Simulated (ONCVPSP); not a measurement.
**Sb (Z = 51), ONCV: configuration errors across variants**

* Element: Sb
* Generator: ONCVPSP 4.0.1
* Type: optimised norm-conserving Vanderbilt (ONCV)
* Functional: LDA (Perdew-Wang 92)
* Relativity: scalar-relativistic
* Frozen core: [Ar] 3d10
* Valence charge: 23
* Reference configuration: 4s2 4p6 4d10 5s1.5 5p3.5
* Partial waves: 4s+5s: rc 1.20 bohr, ncon 4, nbas 8, qcut 9.9 1/bohr, 2 projectors; 4p+5p: rc 1.15 bohr, ncon 4, nbas 7, qcut 14.1 1/bohr, 2 projectors; 4d: rc 0.95 bohr, ncon 3, nbas 7, qcut 8.5 1/bohr, local
* Local potential: the d channel
* Core correction: Teter function fitted to the true core (icmod 2), fcfact 0.5

All-electron excitation energies from the reference (eV): (1) 4s2 4p6 4d10 5s2 5p3 -4.076; (2) 4s2 4p6 4d10 5s2 5p2 4.438; (3) 4s2 4p6 4d10 5s2 5p1 20.686; (4) 4s2 4p6 4d9 5s2 5p4 26.940.

1 further variants failed, have other tests or too few solved ones, and are left out.

Errors AE − PS in meV (a dash: test not solved or not reliable):

| change | (1) | (2) | (3) | (4) | bound ghosts | GHOST(+) flags above zero |
| --- | --- | --- | --- | --- | --- | --- |
| base | +0.1 | -1.3 | -4.3 | -3.9 | none | s |
| s: qcut 9.4; p: qcut 13.4; d: qcut 8.1 | +0.1 | -1.3 | -4.3 | -5.1 | none | p |
| p: ncon 3, nbas 6 | +0.1 | -1.3 | -4.3 | -3.9 | none | s |
| d: rc 0.78 | +0.1 | -1.3 | -4.4 | -1.1 | none | none |
| core correction Teter function fitted to the true core (icmod 2), fcfact 0.34 | +0.1 | -1.3 | -4.3 | -3.9 | none | s |
| d: rc 1.02 | +0.1 | -1.2 | -4.2 | -4.2 | none | s, p |

Problem. Give the same row for: s: qcut 11.3.

Solution. +0.2, -1.2, -4.3, -3.9; bound ghosts: none; GHOST(+) flags above zero: s.
